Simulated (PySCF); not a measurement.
Computed spin Hamiltonian

Species: C5H4F2O (charge +1 and doublet state).
Atom-mapped SMILES: `[F:1][CH:2]([F:3])[C+:4]1[CH:5][CH:6]=[CH:7][O:8]1` (hydrogens: H9 on C2; H10 on C5; H11 on C6; H12 on C7)

Cartesian coordinates in Å at the GFN2-xTB level; atoms count from 1:
```xyz
12
C5H4F2O angstrom
F     -2.4898    0.8844    0.2743
C     -1.8727   -0.2551   -0.0341
F     -2.3270   -1.2321    0.7482
C     -0.3878   -0.1127   -0.0257
C      0.4154    1.0410   -0.0515
C      1.7215    0.5838    0.0240
C      1.6389   -0.8226    0.0404
O      0.3810   -1.2176   -0.0077
H     -2.1726   -0.5190   -1.0901
H      0.0645    2.0564   -0.0725
H      2.6202    1.1702    0.0733
H      2.4097   -1.5774    0.0954
```

The hyperfine couplings belong to this conformer and change with its torsions.

Method: UKS B3LYP, pcH-1 on C F H O, non-relativistic, mean-field spin-orbit, GIAO in PySCF 2.14.0. Isolated species at its GFN2-xTB geometry (one conformer only). Couplings are sensitive to structure, and on GFN2-xTB geometries they can be far from those on DFT ones, by a factor of two or more for some ions and for spin on atoms past the first row. Stability of the SCF solution: not tested.

```json
{"g1, g2, g3": "2.00176, 2.00209, 2.00260", "g_iso": "2.00215", "Form of g": "rhombic: the two nearest values differ by 40 % of g3 − g1", "⟨S²⟩": "0.7598 (exact 0.7500)", "α and β electrons": "30, 29", "Total energy": "-467.50203 Eh"}
```

Hyperfine couplings atom by atom, in 10⁻⁴ cm⁻¹; T1 to T3 are the principal values of the dipolar part; ρ(0) is the spin density at the nucleus (1 × 10⁻⁴ cm⁻¹ = 2.998 MHz):

```csv
atom,isotope,a_iso,T1,T2,T3,Mulliken spin population,ρ(0) (bohr⁻³)
F1,19F,5.5,-4.6,-3.4,8.0,0.00,0.0039
C2,13C,-4.7,-0.7,-0.3,1.0,-0.02,-0.0126
F3,19F,10.2,-8.6,-7.4,16.0,0.01,0.0073
C4,13C,16.9,-14.9,-14.4,29.4,0.48,0.0452
C5,13C,-3.2,-1.9,-1.3,3.2,0.03,-0.0085
C6,13C,-1.8,-3.1,-2.4,5.5,0.07,-0.0047
C7,13C,15.1,-14.8,-14.2,29.0,0.49,0.0403
O8,17O,1.6,-1.6,-1.4,3.0,-0.06,-0.0078
H9,1H,33.5,-1.7,0.0,1.7,0.04,0.0225
H10,1H,-2.0,-1.7,-1.1,2.8,0.00,-0.0014
H11,1H,-3.0,-2.2,-1.1,3.3,0.00,-0.0020
H12,1H,-13.2,-6.7,-1.1,7.8,-0.02,-0.0088
```

The Mulliken spin populations are largest on C7 (+0.49), C4 (+0.48), C6 (+0.07) and O8 (-0.06).

The SMILES `FC(F)[C+]1[CH]C=CO1` draws the unpaired electron on C5, whose computed spin population is only +0.03.

Under fast tumbling the dipolar parts average out, and these isotropic splittings remain: 1 × 1H (H9, I = 1/2, 2 lines) with 3.58 mT, 1 × 1H (H12, I = 1/2, 2 lines) with 1.41 mT, 2 × 19F (F1/F3, I = 1/2, 3 lines) with 0.84 mT, 1 × 1H (H11, I = 1/2, 2 lines) with 0.32 mT and 1 × 1H (H10, I = 1/2, 2 lines) with 0.22 mT.

Nuclei that the bonding pattern makes equivalent are averaged, as if the motion that swaps them (rotation, inversion, ring flip) were fast. The 19F value of +23.5 MHz is a mean of couplings from 16.5 to 30.6 MHz in this one geometry, not an average over conformers.

The 13C coupling of C4 (50.8 MHz) shows only in satellite lines or after enrichment, since that isotope makes up about 1.07 % of natural carbon.

Examples of negative spin density at the nucleus (bohr⁻³): C2 (-0.0126), H12 (-0.0088) and C5 (-0.0085).

Hardware: one thread, Intel Xeon at 2.70 GHz (x86_64), shared host. Cost: 65 s of wall time (with the writing of density and orbital grids), 0.86 GiB resident at most.
